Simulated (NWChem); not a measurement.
Molecule: C2H8BN; SMILES CBNC

```xyz
12

B     -0.7249    -0.6941     0.0000
H     -1.8471    -1.1281     0.0000
C      0.4956    -1.6981     0.0000
H      1.4947    -1.2475     0.0000
H      0.4311    -2.3612    -0.8744
H      0.4311    -2.3612     0.8744
N     -0.6241     0.7023     0.0000
C      0.5593     1.5488     0.0000
H     -1.4881     1.2310     0.0000
H      0.5926     2.1945     0.8879
H      0.5926     2.1945    -0.8879
H      1.4569     0.9282     0.0000
```
Atoms are numbered in this order, from 1.

All runs: NWChem. Structure relaxed at the B3LYP/6-31G* (spherical d) level. B3LYP is NWChem's, with the RPA form of VWN correlation.

For level B3LYP/def2-TZVP:

```
Quantity                     Value
---------------------------  -----
highest occupied level (eV)  -7.36
orbital gap (eV)              7.92
```

**Question.** How do the values read with level PBE/def2-TZVP instead?

**Answer.** 
| Property | Value |
|---|---|
| highest occupied level (eV) | -6.28 |
| orbital gap (eV) | 6.12 |
